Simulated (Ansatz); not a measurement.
Basis-set extrapolation for C10H18O2 (`CC(C)/C(O)=C/C(=O)C(C)(C)C`) (PBE0-D4/def2-TZVP geometry, frozen core, Ansatz 0.2.0). Multiplicity 1, RHF reference.

```tsv
	def2-TZVPP	def2-QZVPP
HF	-539.099940	-539.124027
MP2 correlation	-2.180174	-2.323774
CCSD(T) correlation	-2.360413	not run
```

Energies in hartree. Use E(X) = E(∞) + A·exp(−7.88·√X) for Hartree–Fock and E(X) = E(∞) + B·X^(−2.97) for correlation, with X = 3 and 4, and add CCSD(T) minus MP2 of the smaller set to the MP2 limit.

Q: What is the CCSD(T) energy at the basis-set limit?

A: HF limit: -539.124027 + (-0.024087) × 0.13774 = -539.12734. MP2 limit: -2.323774 + (-0.143600) × 0.74074 = -2.43014. Higher-order term: -2.360413 − (-2.180174) = -0.18024. Total: -541.73772 hartree, 728.2 kJ/mol below CCSD(T)/def2-TZVPP.
